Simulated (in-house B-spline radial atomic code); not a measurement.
A fraction x of an electron is removed from 1s in B IV (B3+), starting from 1s2 and keeping the highest spin. Method: non-relativistic r2SCAN0, spin-polarised, spherical fractional occupations, point nucleus. Calculated with a radial B-spline atomic code at the basis-set limit.

Caution: exact exchange at fractional occupations of open shells leaves self-interaction of up to several eV.

| x | E(x) - E(0) (eV) | 1s down level (eV) |
| --- | --- | --- |
| 0 | 0.0000 | -240.814 |
| 0.07 | 16.9601 | -243.757 |
| 0.21 | 51.4927 | -249.540 |
| 0.26 | 64.0204 | -251.563 |
| 0.48 | 120.3127 | -260.054 |
| 0.5 | 125.5210 | -260.781 |
| 0.62 | 157.0665 | -264.900 |
| 0.74 | 189.0733 | -268.418 |
| 0.84 | 216.0315 | -270.607 |
| 0.95 | 245.8741 | -271.524 |
| 1 | 259.3749 | - |

The exact functional would give a straight line between the two integer points. Deviations E(x) - E(0) - x[E(1) - E(0)], in eV: -1.196 at x = 0.07, -2.976 at x = 0.21, -3.417 at x = 0.26, -4.187 at x = 0.48, -4.166 at x = 0.5, -3.746 at x = 0.62, -2.864 at x = 0.74, -1.843 at x = 0.84, -0.532 at x = 0.95.

The curve lies below the straight line by up to 4.187 eV (at x = 0.48): convex, the delocalisation error that favours fractional charges.

Question: How well does Slater's transition state (minus the level at half occupation) give the ionisation energy?

Answer: It gives 260.781 eV against 259.375 eV from the two total energies; NIST lists 259.37 eV, ground level to ground level.
